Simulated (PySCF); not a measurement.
# MP2, SCS-MP2 and SOS-MP2 from spin components

System: Al, charge +1, singlet. Level: PySCF with MP2/def2-TZVP. Sums are taken with unrounded values, so a last digit can differ.

Input for PySCF:
```python
from pyscf import gto, scf, mp

mol = gto.Mole()
mol.atom = '''
    Al    0.000000    0.000000    0.000000
'''
mol.basis = 'def2-tzvp'
mol.charge = 1
mol.spin = 0
mol.verbose = 4
mol.build()

mf = scf.RHF(mol)
mf.kernel()

pt = mp.MP2(mf)
pt.kernel()
print('E(MP2) = %.10f' % pt.e_tot)
```

It gave an SCF energy of -241.668735 Eh, a same-spin correlation energy of -0.033638 Eh and an opposite-spin one of -0.111080 Eh.

Task: Work out the MP2, SCS-MP2 (6/5 and 1/3) and SOS-MP2 (1.3 and 0) correlation and total energies.

Result: MP2: -0.111080 + (-0.033638) = -0.144718 Eh, total -241.813453 Eh, as the program printed. SCS-MP2: 1.2 × (-0.111080) + (-0.033638)/3 = -0.144509 Eh, total -241.813243 Eh. SOS-MP2: 1.3 × (-0.111080) = -0.144404 Eh, total -241.813139 Eh. Opposite spins carry 77 % of the MP2 correlation; same-spin pairs are already kept apart by exchange.
